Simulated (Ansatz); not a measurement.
```yaml
crystal:
  periodic: [false, false, false]
  atoms:
    - {symbol: Tl, position_ang: [-1.763145, -2.352165, -0.478547]}
    - {symbol: Tl, position_ang: [3.665420, -0.302125, 0.367375]}
    - {symbol: Tl, position_ang: [-1.448514, 2.581926, 0.343883]}
    - {symbol: Cl, position_ang: [1.227768, 1.282260, 0.136523]}
    - {symbol: Cl, position_ang: [-2.737581, 0.177476, -0.011534]}
    - {symbol: Cl, position_ang: [1.056041, -1.387382, -0.357691]}
basis:
  gaussian: {orbitals: def2-TZVP, initial_orbitals: start.molden}
total_charge: 1
magnetization: {spin_polarized: true, initial_magnetization: 1}
hamiltonian: {xc: {name: wB97X-V}}
scf: {omitted_lower_state_checks: [starts]}
output: {orbitals: {seedname: orbitals}}
```

The file start.molden holds the orbitals of an earlier run on this structure, at another level or in another basis.

```sh
$ ansatz run in.yaml --threads 4 --pin off --events-out ev --progress --plain --max-ram 4787MiB
```

(1) Does this run fit into the memory that it is given?

## Answers

(1) No. It has 261 basis functions, and Ansatz plans for 4.94 GiB where 4.67 GiB are given.
